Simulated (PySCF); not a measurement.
Polarisability and C₆ of B⁺ (boron, charge +1)

[He] 2s2, closed-shell 1S. Calculation: PySCF 2.14, in aug-cc-pVTZ-DK (5s4p3d2f, 46 functions); the spin-free X2C one-electron Hamiltonian (Gaussian nucleus). Coupled (time-dependent) response in atomic units; α is the mean over directions.

| method | mean α (bohr³) | C₆ (like pair) | S(−4) |
| --- | --- | --- | --- |
| UHF | 11.35 | 31.65 | 113.4 |
| PBE | 10.67 | 29.06 | 99.33 |
| PBE0 | 10.78 | 29.46 | 101.6 |
| B97-3 | 10.67 | 28.83 | 101.1 |
| PBEsol | 10.74 | 29.40 | 100.4 |

S(−4) is the Cauchy moment in α(ω) = α(0) + S(−4) ω² + …

α(iu) at PBE0:

| u (hartree) | α(iu) (bohr³) |
| --- | --- |
| 0 | 10.78 |
| 0.0500 | 10.53 |
| 0.100 | 9.855 |
| 0.200 | 7.867 |
| 0.300 | 5.933 |
| 0.500 | 3.413 |
| 0.750 | 1.942 |
| 1.00 | 1.250 |
| 1.50 | 0.6483 |
| 2.00 | 0.3997 |
| 3.00 | 0.1984 |
| 5.00 | 0.08130 |

For an ion, C₆ is the dispersion term alone; charge-induced terms of lower order in 1/R come first.
